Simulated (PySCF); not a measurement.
Compound: C₆H₉OP.
Atom-mapped SMILES: `[CH3:1][O:2][CH:3]1[CH:4]=[CH:5][PH:6][CH:7]=[CH:8]1`

Definitions: NICS(0) = −σiso at the ring centroid; NICS(1) = −σiso and NICS(1)zz = −σzz at ±1 Å along the ring normal z. Level: GIAO PBE0/pcSseg-1 (PySCF, non-relativistic, gas phase) on the GFN2-xTB geometry, one conformer.

Ring bond lengths (Å), with Mayer bond orders in brackets: C3–C4 1.506 (1.02), C4–C5 1.325 (1.87), C5–P6 1.816 (0.97), P6–C7 1.815 (0.97), C7–C8 1.325 (1.88), C8–C3 1.511 (1.00).

Q: What do the NICS probes read (ppm)?

A: 
| ring | type | NICS(0) | NICS(1), two faces | NICS(1)zz, two faces | rms pucker (Å) | centre to ring atoms, mean (Å) |
| --- | --- | --- | --- | --- | --- | --- |
| C3–C4–C5–P6–C7–C8 | 6-membered ring with P; formal bonds 2 double, 4 single | -4.5 | -6.2 / -4.2 | -8.3 / -4.0 | 0.27 | 1.50 |

Q: What can be read from them?

A: 
- C3–C4–C5–P6–C7–C8: mean NICS(1)zz -6.2 ppm, shielded. C3 has four or more neighbours, so the value isn't read as a sign of a π ring current. The two faces differ by 4.3 ppm, so no symmetry operation interchanges them.

Q: What is the mean of the two in-plane components of NICS at the first NICS(1) probe listed for ring C3–C4–C5–P6–C7–C8, 1 Å off the ring?

A: The isotropic value is a third of the trace: (3 × -6.2 − (-8.3))/2 = -5.2 ppm.

Q: List the ring angles and the Hirshfeld charges of the ring atoms.

A: 
- C3–C4–C5–P6–C7–C8: C3 109.6° (+0.040 e), C4 121.8° (-0.052 e), C5 120.6° (-0.109 e), P6 95.0° (+0.122 e), C7 120.6° (-0.109 e), C8 121.7° (-0.059 e); sum 689.3° against 720° for a flat convex ring.

Q: What are the shieldings of the ring atoms and their hydrogens in the same run (means over atoms taken as equivalent)?

A: 
| atoms | environment | σ isotropic (ppm) | principal values of the symmetric part, first atom (ppm) |
| --- | --- | --- | --- |
| C3 | sp3 carbon bound to oxygen | 103.9 | 82.8, 96.1, 132.7 |
| C4 (×2) | alkene CH carbon | 44.4 | -62.4, 49.6, 142.5 |
| C5 (×2) | alkene CH carbon | 56.5 | -50.0, 51.4, 171.3 |
| P6 | phosphine phosphorus | 429.5 | 337.9, 470.6, 480.0 |
| H on C3 | methine hydrogen | 28.22 | 24.2, 28.8, 31.6 |
| H on C4 (×2) | vinylic hydrogen | 25.09 | 22.5, 24.9, 28.0 |
| H on C5 (×2) | vinylic hydrogen | 25.16 | 23.1, 25.6, 27.1 |
| H on P6 | P–H hydrogen | 27.16 | 22.3, 25.3, 33.9 |

The values belong to the conformer `[CH3:1][O:2][CH:3]1[CH:4]=[CH:5][PH:6][CH:7]=[CH:8]1`: C1–O2–C3–C4 159°.
